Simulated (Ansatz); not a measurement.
System: bromogermane, sum formula GeH3Br (charge 0, singlet). SMILES: [GeH3][Br]
Geometry: optimised at B3LYP-D3(BJ)/def2-TZVP (Ansatz, a quantum-chemistry and plane-wave program).

Quantity: vertical triplet-singlet gap (E(triplet) - E(singlet); each state is the SCF solution reached for its spin; the molecule has degenerate orbitals, so one determinant may break the symmetry), in eV. Valence correlation only, unless marked. UHF or UKS for open shells. No spin-orbit coupling. The frozen core is the preceding noble-gas configuration, with the filled d and f shells of earlier blocks. Non-relativistic. Basis-set limits of correlation are two-point, X^-3; Hartree-Fock from the larger set.

```tsv
level	program	vertical triplet-singlet gap (eV)
HF/def2-SVPD	Ansatz	5.88
```

**Question.** Predict the CCSD(T)/CBS(aug-cc-pVTZ,aug-cc-pVQZ) result (Ansatz).

**Answer.** 6.09 eV
